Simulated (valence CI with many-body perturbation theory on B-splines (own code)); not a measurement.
Which ion has this spectrum?

A relativistic CI+MBPT calculation for an atom or ion with 8 electrons gives these levels (cm⁻¹):

```tsv
J	Parity	E	g
2	even	0	1.50
1	even	2722	1.50
0	even	3819	
2	even	41328	1.00
0	even	88518	
2	odd	323072	1.50
1	odd	325547	1.50
0	odd	326855	
1	odd	451770	1.00
0	even	755779	
2	odd	893795	2.00
1	odd	912525	2.00
2	odd	960686	1.17
3	odd	960703	1.33
```

The energies are calculated, with errors of about 240 cm⁻¹, more in some levels.

Which is it?
A. Si6+
B. Ne2+
C. P7+
D. Al5+

D. Al5+, ground level 2s²2p⁴ ³P_2.
